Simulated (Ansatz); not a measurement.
`CCC(F)CC(F)CC(F)CC(C)F` with charge +1, relaxed as a doublet with UKS r2SCAN-D4/def2-SVP in Ansatz, starting from the r2SCAN-D4/def2-SVP geometry of the neutral singlet. Force threshold 0.03 eV/Å.

Start:

Cartesian coordinates in Å:
```
C -3.1163 -3.4759 0.7947
C -2.4061 -2.5517 1.7770
C -1.1174 -1.9592 1.2366
F -0.4821 -1.2797 2.2844
C -1.2947 -0.9710 0.0988
C 0.0296 -0.4133 -0.3837
F 0.7848 -1.4774 -0.9046
C -0.0997 0.6518 -1.4527
C 1.2364 1.0643 -2.0545
F 0.9771 2.0133 -3.0368
C 2.2563 1.6259 -1.0706
C 1.7237 2.6410 -0.0712
C 2.8133 3.3352 0.7151
F 0.9852 3.6069 -0.7558
H -3.4702 -2.9384 -0.0991
H -3.9946 -3.9452 1.2624
H -2.4490 -4.2852 0.4548
H -2.1445 -3.1033 2.6959
H -3.0685 -1.7240 2.0876
H -0.4297 -2.7641 0.9155
H -1.9358 -0.1394 0.4412
H -1.8034 -1.4585 -0.7499
H 0.5927 -0.0347 0.4879
H -0.5915 1.5447 -1.0320
H -0.7435 0.2828 -2.2695
H 1.6867 0.1918 -2.5603
H 2.7115 0.7889 -0.5125
H 3.0626 2.0866 -1.6674
H 1.0190 2.1505 0.6283
H 3.5008 3.8577 0.0319
H 2.3766 4.0732 1.4037
H 3.3908 2.6066 1.3047
```

```
        step  energy (eV)  largest force component (eV/Å)  SCF passes
           1  -21495.1681                           1.546          59
           2  -21495.3483                           0.956          31
           3  -21495.3908                           0.263          30
4 (rejected)  -21495.3714                           0.282          29
           5  -21495.4000                           0.070          31
           6  -21495.4015                           0.054          29
           7  -21495.4028                           0.034          30
           8  -21495.4034                           0.019          29
```

Force components are those of the run's own axes.

End:

Cartesian coordinates in Å:
```
C -3.1531 -3.4499 0.7182
C -2.4565 -2.5543 1.7150
C -1.0852 -2.0131 1.2371
F -0.4514 -1.4060 2.2919
C -1.3026 -0.9579 0.1452
C 0.0805 -0.4668 -0.3463
F 0.7517 -1.5215 -0.9250
C -0.1173 0.6113 -1.3822
C 1.2691 1.0466 -1.9860
F 0.9695 1.9531 -2.9573
C 2.2872 1.5981 -1.0357
C 1.7490 2.6736 -0.0470
C 2.8311 3.4649 0.6274
F 0.9105 3.5082 -0.7562
H -3.5876 -2.9012 -0.1328
H -4.0049 -3.9457 1.2181
H -2.4914 -4.2414 0.3341
H -2.1662 -3.1153 2.6275
H -3.0926 -1.7178 2.0476
H -0.4433 -2.8322 0.8703
H -1.8666 -0.1046 0.5532
H -1.8649 -1.3933 -0.6954
H 0.6624 -0.1354 0.5322
H -0.5927 1.5141 -0.9668
H -0.7251 0.2446 -2.2230
H 1.6525 0.1219 -2.4750
H 2.7414 0.7864 -0.4446
H 3.0783 2.0739 -1.6415
H 1.1121 2.1399 0.6928
H 3.4202 4.0292 -0.1126
H 2.3811 4.1878 1.3257
H 3.5050 2.8028 1.1911
```

By distances, no bond broke or formed. The bond that changes most is C8–C9, from 1.52 to 1.57 Å (atoms count from 1).

No frequencies were taken in this run, so the end may be a saddle point.

It took 2.5 min on 4 threads of Arm Neoverse V2 on a shared host, peak host memory 0.64 GiB.
